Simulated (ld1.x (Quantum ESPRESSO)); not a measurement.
## What one change does to a pseudopotential (germanium, RRKJ)

* Element: germanium
* Generator: ld1.x (Quantum ESPRESSO) 7.5
* Type: norm-conserving RRKJ (Kleinman–Bylander form)
* Functional: PBEsol
* Relativity: scalar-relativistic
* Frozen core: [Ar]
* Valence charge: 14
* Reference configuration: 3d10 4s2 4p0 (charge +2)
* Partial waves: 4p (bound, empty): rc 1.35 bohr; 3d (bound): rc 1.25 bohr; 4s (bound): rc 1.30 bohr
* Local potential: the s channel
* Core correction: Bessel-smoothed model core inside 0.85 bohr
* rho0: 0.001

Change: reference 3d10 4s1 4p3.

Cutoffs: the cutoffs (Ry, on a coarse ladder) from which the occupation-weighted sum of valence levels, in a spherical-Bessel basis at the reference potential, stays within 10 and 1 mRy of its value at 400 Ry; they do not see the model core or the augmentation charge, which bear on the density cutoff. Errors are all-electron minus pseudo energies relative to the spin-unpolarised reference configuration.

**Question.** What does the change do?

**Answer.** The potential gets neither clearly harder nor softer (160 Ry and 230 Ry → 160 Ry and 230 Ry); both files keep a bound ghost (p); the range in which the s phases agree widens (upper end -0.6 → 0.5); the range in which the p phases agree widens (upper end 0.1 → 1.3).

```csv
quantity,base,changed
"cutoff, loose",160 Ry,160 Ry
"cutoff, tight",230 Ry,230 Ry
bound ghosts,p,p
"largest error over its own tests, meV",-49,-330
s: phases at 1.50 bohr within 0.05 rad from the reference energy up to (Ry; the scan ends near 5),-0.6,0.5
p: phases at 1.50 bohr within 0.05 rad from the reference energy up to (Ry; the scan ends near 5),0.1,1.3
d: phases at 1.50 bohr within 0.05 rad from the reference energy up to (Ry; the scan ends near 5),-1.6,-0.3
```

 A true bound ghost makes a file unfit for plane-wave use even where its test errors are small: the radial tests pick states by their node count and pass the ghost by.
